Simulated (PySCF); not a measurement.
**Working out the ionisation energy of S⁺**

S⁺ [Ne] 3s2 3p3 (4S) → S²⁺ [Ne] 3s2 3p2 (3P). Calculation: PySCF 2.14, in dyall-av2z; the non-relativistic Hamiltonian (point nucleus). Frozen: [Ne]; the 16 highest virtual orbitals dropped. Energies in hartree (1 hartree = 27.21139 eV):

```json
{"part": "UHF", "S⁺ (lower)": "-397.159988", "S²⁺ (upper)": "-396.324839"}
{"part": "MP2 opposite-spin", "S⁺ (lower)": "-0.052999", "S²⁺ (upper)": "-0.046651"}
{"part": "MP2 same-spin", "S⁺ (lower)": "-0.020152", "S²⁺ (upper)": "-0.009143"}
```

**Question.** What does Hartree-Fock give?

**Answer.** (-396.324839) − (-397.159988) = 0.835149 hartree = 22.726 eV.

**Question.** What do MP2 and SCS-MP2 (6/5 opposite-spin, 1/3 same-spin) give?

**Answer.** The opposite-spin parts differ by 0.173 eV and the same-spin parts by 0.300 eV. MP2: 22.726 + (0.173) + (0.300) = 23.199 eV. SCS-MP2: 22.726 + 1.2 × (0.173) + (0.300)/3 = 23.034 eV.

A first-order spin-orbit estimate adds -0.061 eV to MP2 (valence), giving 23.138 eV against 23.338 eV (measured; NIST Atomic Spectra Database, ionization energies).

A double-zeta basis recovers only part of the correlation energy.

What remains against the reference includes basis incompleteness, the frozen core and correlation beyond second order.
